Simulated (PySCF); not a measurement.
Gas-phase reaction: 2 Ag + I₂ → 2 AgI

Method: PySCF energies (xtb for GFN2) plus ideal-gas RRHO corrections (1 bar). † marks an energy on the PBE0/def2-TZVP geometry and frequencies; other levels use their own. MP2 freezes the core. Open shells (unrestricted): Ag (multiplicity 2); the rest are closed-shell singlets. GFN2 has no spin-polarisation term. B3LYP is the form with VWN-RPA correlation. Ag, I: scalar-relativistic def2 core potential, no spin-orbit coupling. MP2 isn't extrapolated to the basis-set limit; its ΔH°(298 K) is -343.7 kJ in def2-SVP and -324.1 kJ in def2-TZVPP. The harmonic model lacks anharmonicity and excited electronic states, which grow with temperature; levels with a mode under 35 cm⁻¹ are left out.

| level | ΔE electronic, kJ | ΔH°(298 K), kJ | ΔS°(298 K), J/K | ΔG°(1200 K), kJ |
|---|---|---|---|---|
| B3LYP/def2-TZVP† | -281 | -282 | -77 | -187 |
| GFN2-xTB | -611 | -612 | -78 | -515 |
| M06-2X/def2-TZVP† | -309 | -310 | -77 | -214 |
| MP2/def2-TZVPP† | -323 | -324 | -77 | -228 |
| PBE/def2-SVP | -303 | -304 | -78 | -208 |
| PBE0/def2-QZVP† | -306 | -307 | -77 | -211 |
| PBE0/def2-SVP† | -315 | -316 | -77 | -220 |
| r2SCAN/def2-TZVP† | -317 | -318 | -77 | -222 |
| LDA/def2-TZVP† | -338 | -339 | -77 | -243 |
| ωB97X-V/def2-TZVP† | -331 | -333 | -77 | -237 |
ΔH° is lowest at GFN2-xTB and highest at B3LYP/def2-TZVP†. No reference value is set beside these.
